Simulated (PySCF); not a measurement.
An unknown is described by computed data only.

Elements present: C, H, P and Si. Monoisotopic mass: 118.0368 u.

| Quantity | Value |
| --- | --- |
| Dipole | 1.06 D [B3LYP/def2-SVPD] |
| 13C NMR | chemical shifts (computed TMS as zero) by class: 18.0 (1 C), 15.1 (1 C), 12.6 (1 C), 0.2 (1 C) ppm [GIAO PBE0/pcSseg-1] |
| Polarisability | 102.9 au [B3LYP/def2-SVPD] |
| XPS | Si2p3/2 106.4, P2p3/2 136.0, C1s 290.1, C1s 290.5, C1s 290.6, C1s 290.7, Si1s 1846.1, P1s 2149.6 eV [ΔSCF SCAN, pcX-2 on the ionised atom, pcseg-1 elsewhere, spin-free X2C, 2p3/2 from a spin–orbit splitting computed afterwards within the 2p shell] |
| NMR, other nuclei | isotropic shieldings of nuclei other than C and H, by class: 388 (1 Si), 598 (1 P) ppm [GIAO PBE0/pcSseg-1] |
| Rotational structure | rotational constants A, B, C: 3.644, 1.344, 1.117 GHz [PBE0-D3(BJ)/def2-SVP] |
| Valence photoelectron | vertical ionisation energy: 9.12 eV [ΔSCF B3LYP/def2-SVPD] |
| UV, first state | lowest singlet excitation: 6.29 eV (197 nm, f = 0.022) [TDDFT B3LYP/def2-SVPD] |
| UV, strongest line | among the 10 lowest singlet transitions: S3 at 6.69 eV (185 nm, f = 0.215) [TDDFT B3LYP/def2-SVPD] |

Electronic properties: PySCF, gas phase, density fitting. Levels stand in brackets. Isolated species at its PBE0-D3(BJ)/def2-SVP geometry (one conformer only). NMR classes are plain means over equivalent atoms (diastereotopic ones count apart unless rotation or inversion swaps them), as if these changed places fast.

**Question.** Which formula fits the mass and the elements?

**Answer.** C4H11PSi (calculated 118.0368). No other formula that holds each of these elements comes within 0.0003 u with a fitting electron parity and a possible valence count.

**Question.** Propose a structure and show how it fits.

**Answer.** Numbering: `[CH3:1][C@@H:2]1[CH2:3][C@@H:4]1[SiH2:5][PH2:6]`. 4 carbons fall into 4 classes; from least to most shielded: methyl carbon [C1] (18.0 ppm), three-membered-ring carbon [C3] (15.1 ppm), three-membered-ring carbon [C2] (12.6 ppm), ring sp3 carbon bound to silicon [C4] (0.2 ppm). The other shieldings belong to: 388 ppm, SiH2 silicon [Si5]; 598 ppm, three-coordinate phosphorus [P6]. The core levels belong to: Si2p3/2 106.4 eV, SiH2 silicon [Si5]; P2p3/2 136.0 eV, three-coordinate phosphorus [P6]; C1s 290.1 eV, sp3 carbon bound to silicon [C4]; C1s 290.5 eV, three-membered-ring carbon [C3]; C1s 290.6 eV, methyl carbon [C1]; C1s 290.7 eV, three-membered-ring carbon [C2]; Si1s 1846.1 eV, SiH2 silicon [Si5]; P1s 2149.6 eV, three-coordinate phosphorus [P6]. The first electron is taken from the HOMO, whose largest Löwdin shares are 0.60 on the three-coordinate phosphorus, 0.14 on the SiH2 silicon and 0.06 on each of 2 atoms of one kind (P–H hydrogen). The optimised geometry has point group C1 and is an asymmetric top. Structure: `[C@@H]1([C@H](C1)[SiH2]P)C`. Computed isomers that give other values at the same levels: `C=CC[Si@H](C)P` (13C chemical shifts (computed TMS as zero) by class: 142.7 (1 C), 121.8 (1 C), 24.9 (1 C), -5.2 (1 C) ppm); `P[SiH2]C1CCC1` (core binding energies: Si2p3/2 106.3, P2p3/2 136.1, C1s 290.0, C1s 290.5 (×2), C1s 290.5, Si1s 1846.0, P1s 2149.6 eV). The assignments are read from this structure; whether some other isomer fits the data as well wasn't checked. The mirror image fits equally.

Shape of the structure used: `[CH3:1][C@@H:2]1[CH2:3][C@@H:4]1[SiH2:5][PH2:6]`: C3–C4–Si5–P6 -140°, H–P6–Si5–C4 -164°, H–P6–Si5–C4 -70°.
